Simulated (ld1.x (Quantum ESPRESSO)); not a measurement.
**Pd: excitation energies, all-electron against PAW**

palladium (Pd), PAW, made with ld1.x (Quantum ESPRESSO) 7.5 (BP86, scalar-relativistic). Core [Kr], reference 4d10 5s0 5p0. Waves: 5s (bound, empty): rcut 2.15, rcutus 3.00 bohr; 5s channel at 0.3 Ry: rcut 2.15, rcutus 3.00 bohr; 5p (bound, empty): rcut 2.65, rcutus 3.55 bohr; 5p channel at 1.15 Ry: rcut 2.65, rcutus 3.55 bohr; 4d (bound): rcut 1.25, rcutus 1.75 bohr; 4d channel at 0.4 Ry: rcut 1.25, rcutus 1.75 bohr. Local part: all-electron potential smoothed inside 1.70 bohr (lloc = -1). Core correction: a·sin(br)/r model core inside 1.55 bohr. Augmentation charge: BESSEL, radius 0.95 bohr.

Energies are relative to the spin-unpolarised reference configuration 4d10 5s0 5p0; without spin polarisation the order of configurations can differ from experiment.

```tsv
valence configuration	charge	ΔE all-electron (eV)	error AE − PS (meV)
4d8 5s0 5p0	+2	30.170	-147
4d7 5s0 5p0	+3	64.617	-550
4d9.5 5s0 5p0	+0.5	3.301	-2.6
4d9 5s1 5p0	0	1.475	-21
4d6 5s0 5p0	+4	114.034	-1434
```

(1) What are ΔE and the potential's error for 4d9 5s0 5p0?

(2) What are ΔE and the potential's error for 4d9 5s0 5p1?

Levels in the configuration 4d8 5s0 5p0:

```csv
level,all-electron (eV),pseudo (eV)
4d,-27.422,-27.654
```

Note: ghost state, extra bound levels that the all-electron valence spectrum of the same l lacks: s at -89.3 eV. A true bound ghost makes a file unfit for plane-wave use.

Answers

(1) ΔE = 9.244 eV all-electron; the error (AE − PS) is -18 meV.

(2) ΔE = 5.278 eV all-electron; the error (AE − PS) is -5.3 meV.

These tests converged, but a pseudo level misses the all-electron one widely, so the file describes the atom poorly there or has found another state: 4d7 5s0 5p0: empty 5p by 4.3 eV (a node warning on the way).
